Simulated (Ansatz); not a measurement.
Calculated with Ansatz (gas phase, PBE0-D4/def2-TZVP geometries, no zero-point term in ΔE). CBS: MP2 limit from def2 TZ/QZ plus the TZ coupled-cluster correction, frozen cores. This one scheme is used for every species. Functionals use def2-TZVPP. For Br, Ge outer-core shells are correlated without core-valence functions, which leaves a few kJ/mol of doubt a bond. Scalar relativity is left out up to krypton.

Reaction (ligand exchange at a Ge–C bond): `C#[C][Ge]([Cl])([Cl])[Cl]` + HBr → `[Cl][Ge]([Cl])([Cl])[Br]` + `C#C`

CCSD(T)/CBS gives -0.60 eV.

(1) Another level gave -0.64 eV. Which?
A. RPA@PBE/def2-TZVPP
B. CCSD/def2-TZVPP
C. PBE-QIDH/def2-TZVPP
D. PBE/def2-TZVPP

Largest T1 diagnostic among the species: 0.013.

Results:

(1) D. PBE -0.64, PBE-QIDH -0.59, CCSD/def2-TZVPP -0.52, RPA@PBE/def2-TZVPP -0.47 eV.

In def2-TZVPP, CCSD(T) changes the Hartree–Fock value by +0.11 eV (the triples alone add +0.01 eV) and MP2 by +0.09 eV. At CCSD(T), def2-SVP lies +0.09 eV from the extrapolated value and def2-TZVPP +0.08 eV. Leaving LDA and LC-ωPBE aside and taking each functional with its dispersion term where it has one, the values, not all of them listed here, spread over 0.08 eV, from BHLYP-D4 to PBE-QIDH. LDA lies +0.03 eV from PBE without D4.
